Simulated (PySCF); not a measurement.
**Static response to an electric field**

SiMe4, C₄H₁₂Si.
Cartesian coordinates in Å at the PBE0-D3(BJ)/def2-SVP level; atoms count from 1:
```
atom  x, y, z in Å
Si1   -0.0027   -0.0010    0.0040
C2    -0.0017   -0.0269    1.8881
H3     0.4915   -0.9334    2.2734
H4    -1.0282   -0.0082    2.2878
H5     0.5321    0.8461    2.2965
C6     1.7742    0.0165   -0.6225
H7     1.8069    0.0321   -1.7237
H8     2.3257   -0.8745   -0.2823
H9     2.3142    0.9053   -0.2587
C10   -0.8962    1.5432   -0.6035
H11   -0.9002    1.5932   -1.7040
H12   -0.4098    2.4574   -0.2272
H13   -1.9439    1.5562   -0.2628
C14   -0.8830   -1.5342   -0.6481
H15   -1.9280   -1.5707   -0.3008
H16   -0.3839   -2.4550   -0.3063
H17   -0.8957   -1.5469   -1.7497
```

Level: wB97X-D/def2-SVPD (PySCF), static field, nuclei fixed, core orbitals frozen in the response. The polarisability tensor in these axes (au):

```
x   76.44  0.01  0.01
y    0.01 76.44  0.01
z    0.01  0.01 76.45
```

Q: Diagonalise the tensor; give its mean and Δα, where Δα² is half the sum of the squared differences of the eigenvalues.

A: Principal values 76.43, 76.44 and 76.46 au; mean 76.44 au = 11.33 Å³ = 12.60 × 10⁻⁴⁰ C²·m²/J; Δα = 0.02 au (0 % of the mean).

Q: What is the dipole moment?

A: 0.01 D at this geometry.

Q: Refractivity n − 1 of an ideal gas of it at 298.15 K and 1 atm, from the electronic α?

A: N = p/kT = 2.4615 × 10¹⁹ cm⁻³, so n − 1 = 2π × N × 11.33 × 10⁻²⁴ cm³ = 1752 × 10⁻⁶ at long wavelengths.

Q: Find the Langevin capture rate constant for NO+ (29.998 u) meeting this molecule (88.071 u), k = 2.342 × 10⁻⁹ cm³/s × √(α in Å³ / reduced mass in u).

A: The reduced mass is 22.38 u, so k = 1.67 × 10⁻⁹ cm³/s.

Q: What molar refraction does this α imply?

A: Lorentz–Lorenz: R = (4π/3)N_A α = 2.5225 cm³/(mol·Å³) × 11.33 Å³ = 28.6 cm³/mol, in the limit of long wavelengths.

Q: In TDDFT the mean static polarisability is Σ f/ω² over all singlet excitations (ω in hartree). How much of it do the 10 lowest give? Their energies (eV) and oscillator strengths: 8.26, 0.0922; 8.27, 0.0927; 8.27, 0.0932; 9.26, 0.0000; 9.43, 0.0497; 9.43, 0.0497; 9.43, 0.0494; 9.50, 0.0000; 9.50, 0.0000; 9.50, 0.0000.

A: They add up to 4.25 au, 5.6 % of the 76.44 au; the largest single term is 1.01 au, from the state at 8.27 eV. Terms in order: 1.00, 1.00, 1.01, 0.00, 0.41, 0.41, 0.41, 0.00, 0.00, 0.00 au. Higher excitations give the rest. The strengths listed sum to 0.427.

Isolated species at its PBE0-D3(BJ)/def2-SVP geometry, gas phase.
